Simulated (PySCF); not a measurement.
Species: C4H6FGaO2.
Numbering: `[F:1][CH2:2][Ga@@H-:3]1[O:4][CH:5]=[CH:6][CH:7]=[O+:8]1` (hydrogens: H9, H10 on C2; H11 on Ga3; H12 on C5; H13 on C6; H14 on C7)
Bond orders are those of one Lewis drawing.

Method: PBE0-D3(BJ)/def2-SVP geometry optimisation, gas phase (PySCF); density fitting, grid level 1; the optimiser is geomeTRIC in internal coordinates, started from a GFN2-xTB structure with every atom displaced at random (about 0.01 Å).

Step 1: E = -63401.7580 eV
```
atom  x, y, z in Å  |  force x, y, z in eV/Å
F1      1.1890    1.6839    0.0957    0.215  -0.248  -0.033
C2      2.1350    0.6735   -0.1185   -0.227   0.117  -0.063
Ga3     1.1068   -1.0297   -0.2426   -0.276   0.166  -0.030
O4     -0.3410   -0.4964   -1.4957    0.361  -0.214   0.313
C5     -1.4172    0.0334   -1.1045   -0.264   0.213  -0.383
C6     -1.8778    0.1938    0.2028    0.005  -0.024   0.094
C7     -1.1766   -0.2592    1.3216    0.028  -0.017   0.025
O8     -0.0522   -0.8382    1.3368    0.049  -0.057  -0.142
H9      2.8386    0.6734    0.7309    0.051   0.029  -0.033
H10     2.6941    0.9205   -1.0395    0.015  -0.046   0.101
H11     1.4487   -2.5463   -0.4438   -0.003   0.172  -0.006
H12    -2.0687    0.4108   -1.9216    0.041  -0.072   0.145
H13    -2.8418    0.6798    0.3563    0.022  -0.013  -0.012
H14    -1.6449   -0.1147    2.3116   -0.017  -0.005   0.024
```

Step 2: E = -63401.7712 eV
```
atom  x, y, z in Å  |  force x, y, z in eV/Å
F1      1.2280    1.6935    0.0988    0.064  -0.045  -0.017
C2      2.1505    0.6719   -0.1198   -0.079   0.035   0.018
Ga3     1.0973   -1.0069   -0.2344   -0.181   0.127  -0.037
O4     -0.3411   -0.4870   -1.4818    0.091  -0.015   0.023
C5     -1.4307    0.0397   -1.1151    0.120  -0.147   0.158
C6     -1.8822    0.1839    0.2000   -0.237   0.148   0.000
C7     -1.1852   -0.2616    1.3252    0.052  -0.053  -0.129
O8     -0.0564   -0.8310    1.3392    0.043  -0.033  -0.001
H9      2.8649    0.6647    0.7208    0.040   0.003  -0.012
H10     2.7116    0.9019   -1.0410    0.033  -0.011   0.000
H11     1.4392   -2.5112   -0.4422    0.032  -0.006  -0.023
H12    -2.0908    0.3968   -1.9284    0.048  -0.016   0.026
H13    -2.8519    0.6560    0.3544   -0.024   0.016   0.016
H14    -1.6613   -0.1261    2.3138   -0.001  -0.002  -0.021
```

Step 3: E = -63401.7723 eV
```
atom  x, y, z in Å  |  force x, y, z in eV/Å
F1      1.2969    1.7156    0.0981   -0.096   0.191   0.009
C2      2.1816    0.6725   -0.1238    0.111  -0.092   0.091
Ga3     1.0910   -0.9748   -0.2258    0.023   0.037  -0.017
O4     -0.3379   -0.4745   -1.4552   -0.231   0.148   0.046
C5     -1.4425    0.0342   -1.0996   -0.025  -0.104   0.056
C6     -1.9302    0.1841    0.2041    0.424  -0.142  -0.187
C7     -1.2061   -0.2668    1.3109   -0.195   0.019   0.356
O8     -0.0684   -0.8194    1.3323   -0.107   0.079  -0.096
H9      2.9122    0.6509    0.7035    0.006  -0.019   0.015
H10     2.7465    0.8751   -1.0469    0.030   0.023  -0.102
H11     1.4373   -2.4665   -0.4467    0.068  -0.177  -0.029
H12    -2.0974    0.3661   -1.9200   -0.036   0.053  -0.158
H13    -2.9089    0.6384    0.3564    0.028  -0.013   0.008
H14    -1.6822   -0.1504    2.3022   -0.002  -0.004   0.007
```

Question: Estimate the geometry and energy of step 4. (The exact step hangs on the optimiser's Hessian estimate; all steps are aligned on step 3, rigid shifts and turns removed.)

Answer: E = -63401.7821 eV, largest force 0.076 eV/Å
```
atom  x, y, z in Å  |  force x, y, z in eV/Å
F1      1.3032    1.7290    0.0941   -0.012   0.061   0.002
C2      2.1830    0.6767   -0.1244    0.034  -0.059   0.033
Ga3     1.0874   -0.9751   -0.2281    0.019   0.024   0.004
O4     -0.3411   -0.4732   -1.4619   -0.029   0.019   0.005
C5     -1.4441    0.0293   -1.1019   -0.020   0.007   0.038
C6     -1.9204    0.1766    0.2043    0.029  -0.006  -0.013
C7     -1.2143   -0.2684    1.3248    0.027  -0.030  -0.025
O8     -0.0754   -0.8189    1.3351   -0.048   0.029   0.041
H9      2.9131    0.6502    0.7037   -0.009  -0.002   0.006
H10     2.7493    0.8761   -1.0499   -0.002   0.001  -0.033
H11     1.4388   -2.4750   -0.4502    0.033  -0.037  -0.004
H12    -2.0963    0.3720   -1.9239   -0.031   0.008  -0.039
H13    -2.8978    0.6345    0.3536   -0.004  -0.005  -0.008
H14    -1.6935   -0.1493    2.3141    0.014  -0.010  -0.006
```

The energy changes by -0.0098 eV. The first-order estimate −F·Δx gives -0.0184 eV and the mean of the old and new forces, exact on a quadratic surface, -0.0097 eV. The step makes an angle of 53° with the force vector and moves no atom by more than 0.016 Å.

The cost below is that of the whole optimisation. Time: 7.6 min wall, 6.7 min CPU; peak memory 0.68 GiB. Hardware: one thread of an Intel Xeon at 2.50 GHz, no GPU, shared host with 64 logical CPUs at a one-minute load of 58.
